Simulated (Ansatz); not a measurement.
`C[SiH2][GaH][NH2]` at its PBE0-D4/def2-TZVP geometry, where that method's forces vanish. Charge 0, multiplicity 1.

```
atom    x (Å)    y (Å)    z (Å)
  C1  -0.4760  -0.1520   2.2039
 Si2   0.1656   0.7687   0.6929
 Ga3  -0.4733  -0.2706  -1.3800
  N4   0.8078  -0.4827  -2.6536
  H5  -0.1932   0.3667   3.1225
  H6  -0.0688  -1.1645   2.2464
  H7  -1.5653  -0.2277   2.1768
  H8  -0.3643   2.1653   0.7145
  H9   1.6522   0.8827   0.7740
 H10  -1.8907  -0.8076  -1.7940
 H11   1.7642  -0.1912  -2.5435
 H12   0.6419  -0.8870  -3.5600
```

Q: For each bond, give half the difference of the two atoms' forces along it (eV/Å; positive pushes the atoms apart) under PBE-D4, r2SCAN-D4, B3LYP-D4, ωB97M-V in def2-TZVPP. (An estimate is asked.)

A: Computed: 
```csv
bond,length (Å),PBE-D4,r2SCAN-D4,B3LYP-D4,ωB97M-V
C1–Si2,1.882,0.03,0.04,0.12,0.06
C1–H5,1.092,0.11,-0.01,-0.04,-0.05
C1–H6,1.092,0.10,-0.02,-0.04,-0.04
C1–H7,1.092,0.11,-0.02,-0.04,-0.04
Si2–Ga3,2.405,-0.17,-0.06,0.00,-0.01
Si2–H8,1.494,0.10,0.00,-0.10,-0.12
Si2–H9,1.493,0.08,-0.01,-0.10,-0.11
Ga3–N4,1.819,0.11,0.01,0.21,0.08
Ga3–H10,1.571,0.00,-0.09,-0.08,-0.09
N4–H11,1.006,0.21,0.05,-0.04,-0.02
N4–H12,1.006,0.20,0.03,-0.04,-0.03
```

B3LYP here is the variant with VWN-RPA as its local correlation; programs differ in this.
